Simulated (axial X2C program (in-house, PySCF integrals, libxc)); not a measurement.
## Spin–orbit effects down a group: molecules with Cl (ions), PBE0

Computed with an in-house all-electron X2C program for linear molecules (integrals from PySCF), spin-free (one-electron X2C) or two-component (2c: spin–orbit coupling with atomic mean-field Coulomb and Gaunt terms, which also bring small scalar terms), in Dyall basis sets with cores contracted in-house; open shells are unrestricted.

Basis sets: Be dyall-cv3z, Ca dyall-cv3z, Cl dyall-av3z, Mg dyall-cv3z, Sr dyall-cv3z.

```tsv
molecule	spin-free state	Re (Å)	ωe (cm⁻¹)	De (eV)	2c state	Re 2c (Å)	ωe 2c (cm⁻¹)	De 2c (eV)
BeCl⁺	M_S = 0, Λ = 0	1.716	1021.0	4.49	Ω = 0	1.716	1020.7	4.49
MgCl⁺	?	?	?	?	?	?	?	?
CaCl⁺	M_S = 0, Λ = 0	2.314	455.5	4.43	Ω = 0	2.314	455.5	4.42
SrCl⁺	M_S = 0, Λ = 0	2.455	370.8	4.41	Ω = 0	2.455	370.8	4.40
```

(1) Estimate the 2c Re and ωe of MgCl⁺ as the mean of its neighbours in the table.

Fragments in 2c: Cl + Be+, Cl + Mg+, Ca+ + Cl, Sr+ + Cl. Each entry is the lowest single determinant of a limited PBE0 search at one distance. De goes to single-determinant-based atoms at the same level (for ions the charge split of lowest energy) and is withheld (n/a) where an atom does not fit its ground term or J level. Main or longest-lived isotopes. Some light 2c atoms are not at their ground J level, so De misses part of their lowering (0.04 eV or less). The functionals have no current term, which raises determinants with orbital currents.

Answers

(1) Re ≈ 2.015 Å, ωe ≈ 738.1 cm⁻¹. The PBE0 runs give the row below, so the estimate misses by -0.089 Å and 178.4 cm⁻¹.

| molecule | spin-free state | Re (Å) | ωe (cm⁻¹) | De (eV) | 2c state | Re 2c (Å) | ωe 2c (cm⁻¹) | De 2c (eV) |
| --- | --- | --- | --- | --- | --- | --- | --- | --- |
| MgCl⁺ | M_S = 0, Λ = 0 | 2.104 | 559.9 | 3.13 | Ω = 0 | 2.104 | 559.7 | 3.12 |
